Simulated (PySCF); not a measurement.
CH6ClNSi, SMILES C[SiH](N)Cl.

The structure is a stationary point at B3LYP-D3(BJ)/def2-SVP. The values are those of a single conformer.

These are TDA-PBE/def2-SVPD in PySCF values and carry that method's errors.

Vertical excitations. Gas-phase values at a fixed geometry.

```tsv
state	energy (eV)	λ (nm)	f	main pairs
S1	6.28	198	0.043	HOMO→LUMO 95 %
S2	6.72	185	0.001	HOMO→LUMO+2 89 %
S3	6.86	181	0.012	HOMO−1→LUMO 98 %
S4	6.98	178	0.071	HOMO→LUMO+1 77 %
S5	7.28	170	0.004	HOMO→LUMO+3 68 %, HOMO−2→LUMO 28 %
S6	7.33	169	0.073	HOMO−2→LUMO 63 %, HOMO→LUMO+3 28 %
S7	7.41	167	0.009	HOMO−1→LUMO+1 81 %
S8	7.54	165	0.059	HOMO−1→LUMO+2 84 %, HOMO−1→LUMO+1 13 %
S9	7.78	159	0.001	HOMO−2→LUMO+1 67 %, HOMO−2→LUMO+2 30 %
S10	7.92	157	0.006	HOMO→LUMO+4 74 %, HOMO−2→LUMO+2 14 %
T1	5.96	208	0	HOMO→LUMO 98 %
T2	6.38	194	0	HOMO→LUMO+1 95 %
T3	6.64	187	0	HOMO→LUMO+2 96 %
T4	6.77	183	0	HOMO−1→LUMO 99 %
```
Triplets are in the Tamm–Dancoff approximation.
